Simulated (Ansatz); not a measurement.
A geometry relaxed with B3LYP-D3(BJ)/def2-TZVP (Ansatz, a first-principles code), charge 0, multiplicity 1:

```xyz
5

H     -0.0526    -0.9516     1.2282
Cl    -1.6642     1.0581    -0.0551
Si    -0.0024    -0.1448     0.0007
H      0.0206    -0.9640    -1.2195
Cl     1.6987     1.0023     0.0457
```

### Question
Write the SMILES of this molecule.

### Answer
`Cl[SiH2]Cl`
